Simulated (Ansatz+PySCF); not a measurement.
A calculation with PySCF 2.14.0.

```python
from pyscf import gto, scf, cc

mol = gto.M(atom="""
Be 1.661240 0.000000 1.163210
C 0.000000 0.000000 0.000000
F -1.277880 0.000000 0.894780
""", basis='sto-3g', charge=1, spin=0)
mf = scf.UHF(mol)
mf.kernel()
mycc = cc.CCSD(mf, frozen=3).run()
et = mycc.ccsd_t()
print(mf.e_tot, mycc.e_corr, et, mycc.e_tot + et)
```

The script is written out from the run's settings.

Results

- Converged: yes
- Reference energy: -149.38281 hartree
- CCSD correlation energy: -0.17000 hartree
- Triples correction: -0.01968 hartree
- Total energy: -149.57249 hartree
- Spin squared of the determinant: 0.000

The reference isn't the lowest determinant (another lies 1.31 eV lower), but the same method gives a higher total on the lower determinant. Caution: large amplitudes, a single reference is doubtful.
